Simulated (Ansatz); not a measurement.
A nudged elastic band was laid between two geometries of C$_{3}$H$_{8}$OSi (13 atoms, charge 0, multiplicity 1).

Level of theory: RKS BLYP-D4/def2-SVP in Ansatz 0.2.0.

- movable images: 9
- climbing image: yes
- spring: 5.0 eV/Å²
- optimiser: quadratic models (default)
- start path: IDPP
- force threshold: 0.05 eV/Å
- iteration limit: 60
- end points: relaxed

Initial state:

```xyz
13
Properties=species:S:1:pos:R:3
C -1.801 -0.306 -0.099
Si -0.361 -1.115 0.907
C 1.337 -0.815 -0.207
C 1.229 0.589 -0.033
O 0.662 1.362 -0.998
H -1.560 0.691 -0.523
H -2.105 -0.963 -0.939
H -2.683 -0.199 0.568
H -0.116 -0.109 2.032
H 2.171 -1.311 0.314
H 1.152 -1.198 -1.225
H 1.653 1.101 0.844
H 0.443 2.239 -0.627
```

Final state:

```xyz
13
Properties=species:S:1:pos:R:3
C -1.671 -0.589 -0.450
Si -0.186 -1.385 0.498
C 1.497 -0.453 -0.218
C 1.065 0.788 0.319
O 0.430 1.695 -0.470
H -1.746 -1.006 -1.476
H -2.612 -0.851 0.078
H -1.619 0.517 -0.541
H -0.272 -0.740 1.882
H 2.369 -0.921 0.265
H 1.493 -0.535 -1.318
H 1.280 1.079 1.358
H -0.010 2.366 0.089
```

(1) What changes between the two ends?

(2) Give the energies along the band, and the barrier.

(3) What is the geometry of the highest image?

(4) What are the harmonic wavenumbers there?

Answers

(1) No bond is made or broken. The dihedral H6–C1–Si2–C3 goes from -44 to 78°. The two ends are copies of one structure, up to a mirror image or an exchange of like atoms.

(2) The run converged. The highest image is number 5 of 0 to 10, 0.037 eV above the ends, which have the same energy within 2 meV. A vibrational analysis at the climbing image gives one clearly imaginary mode, 134i cm⁻¹: a first-order saddle point.

```tsv
image	path coordinate (Å)	energy (eV)	dihedral H6–C1–Si2–C3 (°)
0	0.00	0.000	-44
1	0.32	0.003	-33
2	0.63	0.013	-22
3	0.95	0.024	-11
4	1.26	0.034	0
5	1.58	0.037	11
6	2.00	0.033	26
7	2.41	0.022	40
8	2.83	0.012	53
9	3.25	0.004	65
10	3.67	0.000	78
```

(3) 
```xyz
13
Properties=species:S:1:pos:R:3
C -1.718 -0.439 -0.325
Si -0.238 -1.367 0.528
C 1.485 -0.567 -0.238
C 1.083 0.715 0.222
O 0.519 1.604 -0.646
H -1.357 0.172 -1.177
H -2.443 -1.175 -0.727
H -2.266 0.231 0.370
H -0.187 -0.791 1.940
H 2.319 -1.046 0.297
H 1.507 -0.714 -1.331
H 1.295 1.063 1.244
H 0.022 2.278 -0.143
```

(4) 134i, 113, 195, 233, 310, 396, 459, 471, 577, 620, 655, 700, 762, 826, 850, 959, 976, 1093, 1216, 1234, 1257, 1365, 1401, 1412, 1510, 2016, 2950, 3034, 3041, 3044, 3110, 3133, 3651 cm⁻¹.

Run time: 2.3 min on 2 threads of Arm Neoverse V1 (shared host), peak memory 0.13 GiB.
